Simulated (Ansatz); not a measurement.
Species: sum formula H3SiO4, net charge 0, doublet state. It need not be the lowest isomer of its formula. SMILES: [O][Si](O)(O)O
Coordinates optimised at B3LYP-D3(BJ)/def2-TZVP (Ansatz, a first-principles code):
```xyz
8

Si    -0.0018     0.0143    -0.0279
O      0.9145    -0.1529    -1.3971
O     -1.5663    -0.1017    -0.4568
O      0.5755    -1.1955     0.9111
O      0.1575     1.4180     0.7826
H     -2.1885     0.5029    -0.0436
H      0.5494    -2.0921     0.5645
H      1.0146     1.6462     1.1508
```
Charge 0, spin multiplicity 2.

Parts of the frozen-core correlation energy in STO-3G (Ansatz, hartree). Frozen orbitals: 9; correlated occupied orbitals by spin: 16 and 15; virtual: 7 and 8. Open shells are spin-unrestricted. Spin-orbit coupling is left out. Non-relativistic.

| term | value |
|---|---|
| reference (HF) | -582.75774 |
| MP2 opposite-spin | -0.11730 |
| MP2 same-spin | … |
| CCSD correlation | … |
| (T) | … |
| T1 diagnostic | 0.014 |
| largest doubles amplitude | 0.032 |
| <S^2> of the reference | 0.754 |

Task: What belongs in the gaps?

Result: 
- MP2 same-spin, value: -0.02237
- CCSD correlation, value: -0.17444
- (T), value: -0.00497
